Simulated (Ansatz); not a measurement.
Cost and result up the ladder for Ge(SMe)H3 (CH6GeS) (9 atoms). The state is a singlet with charge 0. Geometry: PBE-D4/def2-SVP.

```xyz
9

Ge    1.395   -0.533    0.398
S    -0.680   -0.191    1.162
C    -1.441    0.528   -0.346
H    -0.947    1.474   -0.643
H    -2.496    0.745   -0.090
H    -1.424   -0.185   -1.195
H     1.381   -1.532   -0.794
H     2.193   -1.116    1.588
H     2.021    0.808   -0.080
```

Ansatz on 2 threads of AMD EPYC 9R45 on a shared host. Times are rough, and most runs start from the orbitals of an earlier one. ωB97M-V/def2-TZVP serves as the yardstick here, not as an exact answer. Differences are given only for rows in sets of like size (and for xTB, whose basis is part of the method), since another set adds its own error. Binding counts from free atoms at the same level (Ge triplet, S triplet, C triplet, H doublet; other spins of the atoms weren't run), without zero-point energy or a counterpoise term.

The 6-31G sets use Cartesian d functions. LC-ωPBE has ω = 0.4 bohr⁻¹. B3LYP takes the VWN-RPA correlation. Correlated methods freeze 15 core orbitals; core or outer-core shells of Ge are correlated, in sets that lack core-valence functions.

Correlated methods converge slowly with the basis (MP2 moves by 0.10 eV from def2-TZVP to def2-QZVPP here).

```csv
level,functions,wall time
HF/6-31G,63,0.3 s
LDA (SPW92)/def2-TZVP,152,0.5 s
B3LYP-D4/6-31G,63,0.55 s
PBE-D4/def2-TZVP,152,0.75 s
BLYP-D4/def2-TZVP,152,0.8 s
B3LYP-D4/def2-TZVP,152,1.1 s
LC-ωPBE/def2-TZVP,152,1.1 s
CAM-B3LYP-D4/def2-TZVP,152,1.1 s
r2SCAN-D4/def2-TZVP,152,1.6 s
r2SCAN0-D4/def2-TZVP,152,1.7 s
r2SCANh-D4/def2-TZVP (with forces),152,2.1 s
ωB97X-V/def2-TZVP,152,2.9 s
ωB97M-V/def2-TZVP,152,3.2 s
MP2/def2-QZVPP,396,9.5 s
```

Task: Estimate what each level gives for the binding energy per atom (eV).

Result: 
```tsv
level	binding energy per atom (eV)	difference from ωB97M-V/def2-TZVP (eV)
HF/6-31G	2.16	–
LDA (SPW92)/def2-TZVP	3.62	0.42
B3LYP-D4/6-31G	3.08	–
PBE-D4/def2-TZVP	3.22	0.02
BLYP-D4/def2-TZVP	3.17	-0.03
B3LYP-D4/def2-TZVP	3.20	-0.01
LC-ωPBE/def2-TZVP	3.16	-0.04
CAM-B3LYP-D4/def2-TZVP	3.20	0.00
r2SCAN-D4/def2-TZVP	3.22	0.01
r2SCAN0-D4/def2-TZVP	3.19	-0.02
r2SCANh-D4/def2-TZVP (with forces)	3.20	0.00
ωB97X-V/def2-TZVP	3.23	0.02
ωB97M-V/def2-TZVP	3.21	0.00
MP2/def2-QZVPP	3.18	–
```
